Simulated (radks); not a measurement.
Values are calculated unless marked as measured or tabulated.
Neutral tantalum inside a hard spherical wall (all orbitals vanish at R), configuration held at [Xe] 4f14 5d3 6s2 and not refilled when levels cross. Code: a radial shooting solver on a logarithmic mesh with Libxc functionals. Model: scalar-relativistic Kohn-Sham, LDA (Slater exchange, VWN5 correlation), spin-polarised, spherical densities, finite nucleus; open shells are filled with parallel spins first (spin-orbit coupling, left out, can overturn this in heavy ions); Fermi nuclear charge, rms radius 5.3507 fm. Eigenvalues in eV for spin up, with the zero of energy where the potential of the charges vanishes at infinity; a dash marks a level that is unbound or too diffuse for the functional's potential to be trusted. A positive occupied level is held by the wall or, in an anion where self-interaction has pushed it up, behind a barrier. The pressure on the wall is -dE/dV.

| R (bohr) | E (hartree) | kinetic (hartree) | e(5p) | e(4f) | e(6s) | e(5d) | e(6p, empty) | e(7s, empty) | pressure (GPa) |
|---|---|---|---|---|---|---|---|---|---|
| free | -15593.1502 | 17122.287 | -39.973 | -24.837 | -6.018 | -4.343 | -1.663 | -0.077 | 0 |
| 20 | -15593.1502 | 17122.287 | -39.973 | -24.837 | -6.018 | -4.343 | -1.663 | 0.012 | < 0.0001 |
| 12 | -15593.1501 | 17122.288 | -39.968 | -24.832 | -6.014 | -4.338 | -1.636 | 0.729 | 0.000936 |
| 8 | -15593.1445 | 17122.336 | -39.688 | -24.546 | -5.791 | -4.089 | -1.091 | 4.166 | 0.241 |
| 6 | -15593.0919 | 17122.651 | -38.361 | -23.156 | -4.561 | -2.906 | 1.094 | 12.523 | 4.44 |
| 4 | -15592.4845 | 17125.192 | -32.249 | -16.385 | 4.231 | 3.314 | 14.277 | 50.098 | 127 |
| 2.5 | -15586.6340 | 17146.796 | -10.472 | 8.823 | 61.557 | 31.892 | 87.319 | 212.76 | 4530 |
| 2 | -15575.1400 | 17186.604 | 18.515 | 37.942 | 147.61 | 70.617 | 186.22 | 408.37 | 23500 |
